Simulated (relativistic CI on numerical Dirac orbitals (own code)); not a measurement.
**Zr2+: resonant inelastic scattering at the L2,3 edge**

Computed with this model: Dirac-Coulomb-Breit CI, KLI orbitals optimised for each configuration, model QED, valence Slater integrals scaled by 0.8, Kramers-Heisenberg scattering through one core-hole configuration in a parametric crystal field; configurations [Kr] 4d2 → [He] 2s2 2p5 3s2 3p6 3d10 4s2 4p6 4d3; 80 K; core-hole width 0.96 eV; summed over polarisations. Incident energies are the highest absorption maxima for each field (at most a few, so the weaker spin-orbit partner edge can be absent), on the computed scale of the free ion. Intensities are in per cent of the strongest line above 0.02 eV; levels within 1 cm⁻¹ are merged; final levels count from the ground level, the first row holds all elastic scattering, lines under 0.4 are left out and each table stops after 24 rows. The scale of the Slater integrals is a model choice and moves the terms in proportion.

Field parameters in Wybourne normalisation: D4h B²₀ = −7Ds, B⁴₀ = 21(Dq − Dt), B⁴₄ = 21√(5/14) Dq. The field is a parameter set, without covalency.

S is read from ⟨S²⟩ = S(S + 1).

D4h, 10Dq = 25200, Ds = -1500, Dt = -480 cm⁻¹:

```csv
Final level (eV),Degeneracy,Irrep,S,2223.8 eV,2226.1 eV,2226.9 eV
0.000,1,B1,1.00,542.2,387.7,614.4
0.001,1,B2,1.00,14.9,5.4,3.8
0.025,2,E,1.00,24.2,6.1,5.6
0.047,1,A1,1.00,17.1,19.8,16.3
0.055,1,A2,1.00,7.7,16.4,18.5
0.278,2,E,1.00,21.6,1.8,3.9
0.280,1,A1,1.00,8.9,0.4,0.2
0.823,1,A1,0.01,14.3,1.3,0.8
0.941,2,E,0.00,19.8,2.0,3.3
1.202,1,B2,0.00,11.5,1.6,1.4
1.210,1,B1,0.00,11.0,1.4,0.6
2.289,1,A1,0.00,3.8,3.6,2.4
3.100,1,B1,1.00,2.8,57.2,11.8
3.101,1,B2,1.00,3.0,59.9,11.8
3.116,2,E,1.00,0.3,6.2,1.9
3.133,2,A1+A2,1.00,0.3,9.4,6.3
3.552,2,E,1.00,0.8,24.9,23.0
3.554,1,A1,1.00,0.5,7.4,4.1
3.775,3,B1+E,1.00,2.8,38.1,100.0
4.014,1,A2,0.00,0.3,2.6,11.0
4.085,2,E,0.01,0.2,0.3,0.8
4.698,1,A2,1.00,0.5,6.8,24.4
4.699,1,A1,1.00,0.5,6.7,23.6
4.718,2,E,1.00,0.3,2.0,12.6
```

D4h, 10Dq = 25200, Ds = -860, Dt = -480 cm⁻¹:

```tsv
Final level (eV)	Degeneracy	Irrep	S	2222.6 eV	2223.8 eV	2226.9 eV
0.000	1	B1	1.00	341.1	589.4	706.9
0.001	1	B2	1.00	19.1	19.5	2.9
0.009	2	E	1.00	41.9	37.9	8.1
0.011	1	A1	1.00	24.5	26.1	8.8
0.055	1	A2	1.00	20.6	7.0	14.0
0.064	2	E	1.00	36.6	11.1	11.9
0.086	1	A1	1.00	9.1	1.5	8.4
0.942	2	E	0.00	3.9	29.8	4.3
0.944	1	A1	0.00	1.2	9.8	1.3
0.967	1	B2	0.00	2.0	16.6	2.4
0.974	1	B1	0.00	1.7	13.2	0.9
2.175	1	A1	0.00	1.5	5.4	2.5
3.083	1	B1	1.00	1.0	2.2	17.0
3.083	1	B2	1.00	1.1	2.5	17.0
3.099	2	E	1.00	0.5	1.3	7.1
3.115	1	A2	1.00	0.1	0.3	4.1
3.115	1	A1	1.00	0.2	0.3	6.9
3.697	3	B1+E	1.00	1.4	3.3	100.0
3.785	2	E	1.00	1.1	1.0	33.9
3.787	1	A1	1.00	0.5	0.7	11.7
4.084	2	E	0.01	0.1	0.4	7.8
4.254	1	A2	0.00	0.1	0.2	9.3
4.405	1	A2	1.00	0.4	0.5	18.7
4.405	1	A1	1.00	0.4	0.5	18.5
```

For the first field the strongest loss at the lowest incident energy is the level at 0.02 eV (S = 1.00, against 1.00 in the thermal ground state). Levels of other spin, the first over 8 % at 0.82 eV, appear because spin-orbit coupling of the core hole, and in heavier ions of the valence shell too, mixes spins.
